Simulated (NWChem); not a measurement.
# Atomisation of HI₂Si

```xyz
4

I      0.1594    -0.0702     2.0417
Si    -1.0394     0.5458     0.0000
I      0.1594    -0.0702    -2.0417
H     -2.3418    -0.1966     0.0000
```
Charge 0, spin multiplicity 2.

All runs are NWChem calculations. All single points use one geometry, from UPBE0/def2-SVP with def2 effective core potentials on I, a minimum by its harmonic frequencies.

Basis set: def2-TZVP. The atomisation energy is electronic alone: no zero-point, thermal, spin-orbit or counterpoise terms. No value is extrapolated to the basis-set limit. Free atoms are single determinants with multiplicities I 2, Si 3, H 2. Correlated methods freeze the same cores in atoms and molecule, 13 orbitals in all.

Effective core potentials replace the inner electrons of I; spin-orbit coupling is left out. The structure started from a generated list of species. The unpaired electrons of the parent sit in orbitals of symmetry a' (Cs labels of the run); other states weren't searched. The stability of the SCF solutions was not checked. Open-shell Hartree-Fock references start from PBE0 orbitals.

Q: One of these methods gave an atomisation energy of 201.9 kcal/mol. Which?
A) HF
B) MP2
C) M06-2X
D) PBE

A: B, MP2. The others give 193.8 (M06-2X), 207.9 (PBE), 141.8 (HF).
